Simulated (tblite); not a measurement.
Input of a run (GFN2-xTB geometry optimisation, gas phase (tblite 0.8.0)), started from a force field or distance geometry:
```
{"job": {"kind": "relax", "xc": "GFN2-xTB", "basis": "xTB"}, "charge": 0, "multiplicity": 1}
C      0.055400     2.706200    -0.323800
O     -0.106900     1.516000    -1.001400
C      0.119900     0.386800    -0.187100
Si     1.477900    -0.561600    -1.030400
C      2.835300    -1.030600     0.121800
C      2.600000    -1.353000     1.353000
O      2.366200    -1.658000     2.546100
C     -1.121900    -0.466000    -0.325600
C     -2.388400     0.227800     0.115500
C     -0.985000    -1.670500     0.592700
H     -0.659400     2.817200     0.526600
H      1.087100     2.870500     0.030600
H     -0.238900     3.527700    -1.019400
H      0.369500     0.622500     0.852300
H      0.941300    -1.745700    -1.664000
H      2.076800     0.298100    -2.048100
H      3.851100    -1.024600    -0.263000
H     -1.202900    -0.781100    -1.408000
H     -3.043500    -0.530000     0.594000
H     -2.215000     1.025100     0.847900
H     -2.901000     0.597200    -0.795100
H     -0.724100    -1.259600     1.595800
H     -1.978300    -2.127700     0.681600
H     -0.227000    -2.367000     0.215400
```

Output (eV, eV/Å):
```
step      E/eV     max force
  0    -868.31196    6.638
  1    -868.20381   15.286
  2    -868.82709    2.877
  3    -868.90171    0.744
  4    -868.97406    1.440
  5    -869.01832    1.377
  6    -869.07737    0.456
  7    -869.09945    0.406
  8    -869.12567    0.525
  9    -869.14283    0.422
 10    -869.15738    0.258
 11    -869.16770    0.256
 12    -869.17583    0.256
 13    -869.18242    0.205
 14    -869.18871    0.214
 15    -869.19438    0.201
 16    -869.19978    0.226
 17    -869.20521    0.154
 18    -869.21038    0.177
 19    -869.21530    0.159
 20    -869.22057    0.172
 21    -869.22668    0.178
 22    -869.23370    0.230
 23    -869.24097    0.224
 24    -869.24749    0.253
 25    -869.25301    0.229
 26    -869.25798    0.168
 27    -869.26247    0.137
 28    -869.26670    0.158
 29    -869.27144    0.193
 30    -869.27687    0.227
 31    -869.28220    0.192
 32    -869.28633    0.118
 33    -869.28912    0.120
 34    -869.29103    0.113
 35    -869.29239    0.141
 36    -869.29400    0.089
 37    -869.29563    0.081
 38    -869.29671    0.085
 39    -869.29835    0.099
 40    -869.29973    0.083
 41    -869.30110    0.095
 42    -869.30253    0.083
 43    -869.30429    0.121
 44    -869.30614    0.098
 45    -869.30784    0.086
 46    -869.30936    0.086
 47    -869.31082    0.110
 48    -869.31205    0.091
 49    -869.31292    0.054
 50    -869.31360    0.054
 51    -869.31430    0.096
 52    -869.31499    0.131
 53    -869.31577    0.102
 54    -869.31652    0.054
 55    -869.31723    0.060
 56    -869.31814    0.107
 57    -869.31947    0.119
 58    -869.32061    0.072
 59    -869.32144    0.068
 60    -869.32221    0.064
 61    -869.32314    0.093
 62    -869.32407    0.079
 63    -869.32480    0.067
 64    -869.32538    0.065
 65    -869.32607    0.086
 66    -869.32725    0.121
 67    -869.32901    0.116
 68    -869.33037    0.060
 69    -869.33127    0.065
 70    -869.33198    0.073
 71    -869.33298    0.075
 72    -869.33457    0.090
 73    -869.33678    0.108
 74    -869.33916    0.111
 75    -869.34133    0.113
 76    -869.34281    0.169
 77    -869.34503    0.101
 78    -869.34676    0.073
 79    -869.34836    0.080
 80    -869.34924    0.078
 81    -869.35026    0.095
 82    -869.35171    0.092
 83    -869.35321    0.084
 84    -869.35431    0.065
 85    -869.35515    0.064
 86    -869.35599    0.058
 87    -869.35687    0.053
 88    -869.35781    0.072
 89    -869.35878    0.084
 90    -869.35966    0.066
 91    -869.36039    0.044
 92    -869.36092    0.042
 93    -869.36127    0.038
 94    -869.36159    0.039
 95    -869.36193    0.039
 96    -869.36232    0.046
 97    -869.36264    0.034
 98    -869.36285    0.028
 99    -869.36299    0.023
100    -869.36311    0.024
101    -869.36325    0.027
102    -869.36339    0.026
103    -869.36350    0.024
104    -869.36359    0.020
105    -869.36367    0.023
106    -869.36373    0.048
107    -869.36377    0.049
108    -869.36380    0.016
109    -869.36383    0.015
110    -869.36386    0.021
111    -869.36390    0.017
112    -869.36394    0.012
113    -869.36398    0.013
114    -869.36402    0.014
115    -869.36405    0.013
116    -869.36407    0.012
117    -869.36410    0.011
118    -869.36413    0.012
119    -869.36415    0.015
120    -869.36419    0.014
121    -869.36423    0.013
122    -869.36429    0.015
123    -869.36435    0.016
124    -869.36441    0.014
125    -869.36445    0.014
126    -869.36448    0.014
127    -869.36450    0.011
128    -869.36451    0.008
```

**Question.** Summarise the run.

**Answer.** The energy falls by 24.3 kcal/mol over 128 L-BFGS steps, the largest force on an atom goes from 6.64 to 0.008 eV/Å, and the atoms move by 0.480 Å rms after alignment. The bond that changes most is C6=O7 (ends: central carbon of a ketene; oxygen bonded to C), which shortens by 0.089 Å. Bonds longer at the end by more than 0.005 Å: 8 of 23; shorter: 13. Among the angles that change most is Si4–C3–C8, from 105.7° to 115.0°. Among the dihedrals that turn most is C3–Si4–C5–C6, from 36° to -9°. The energy rose by more than 1e-5 eV at step 1.

**Question.** What are the final bond lengths?

**Answer.** C1–O2 1.397 Å, O2–C3 1.437 Å, C3–Si4 1.915 Å, Si4–C5 1.888 Å, C5=C6 1.287 Å, C6=O7 1.165 Å, C3–C8 1.535 Å, C8–C9 1.528 Å, C8–C10 1.525 Å, C1–H11 1.098 Å, C1–H12 1.098 Å, C1–H13 1.089 Å, C3–H14 1.099 Å, Si4–H15 1.467 Å, Si4–H16 1.469 Å, C5–H17 1.072 Å, C8–H18 1.095 Å, C9–H19 1.088 Å, C9–H20 1.089 Å, C9–H21 1.087 Å, C10–H22 1.088 Å, C10–H23 1.088 Å, C10–H24 1.088 Å. Numbering counts from 1 in the input's order; the species is `CO[C@H]([SiH2]C=C=O)C(C)C`.

On an Arm Neoverse N1 with one thread, shared host with 64 logical CPUs at a one-minute load of 60, this took 2.2 s of wall time.

Its GFN2-xTB frequencies are all real (lowest 31 cm⁻¹). One conformer, not necessarily the lowest.

All values are computed, not measured.
